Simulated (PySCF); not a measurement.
**Mn (manganese, neutral) across methods**

[Ar] 3d4 4s2 4p1, one real determinant (an excited configuration). Computed with PySCF 2.14 in aug-cc-pwCVTZ (10s9p7d4f3g, 127 functions), with the non-relativistic Hamiltonian (point nucleus).

```
 method  E (hartree)  mean ε 4s α (eV)  mean ε 4s β (eV)  mean ε 4p α (eV)  Σ⟨r²⟩ (bohr²)   ⟨S²⟩
 r2SCAN    -1150.644            -7.745            -6.185            -3.324          48.62  8.769
   PBE0    -1150.465            -8.435            -6.860            -3.859          48.72  8.760
    UHF  -1149.57395           -10.635            -8.093            -5.523          50.43  8.826
r2SCAN0    -1150.637            -8.620            -6.908            -4.008          48.69  8.769
  B97-3    -1150.552            -8.319            -6.894            -3.737          48.73  8.761
    PBE    -1150.423            -7.486            -6.132            -3.093          48.85  8.757
    LDA    -1148.296            -7.660            -6.329            -3.087          48.53  8.756
 M06-2X    -1150.670            -9.030            -7.790            -4.379          48.81  8.767
```

⟨L²⟩ = 8.04 against 12 for a pure F term, so this real determinant mixes terms.
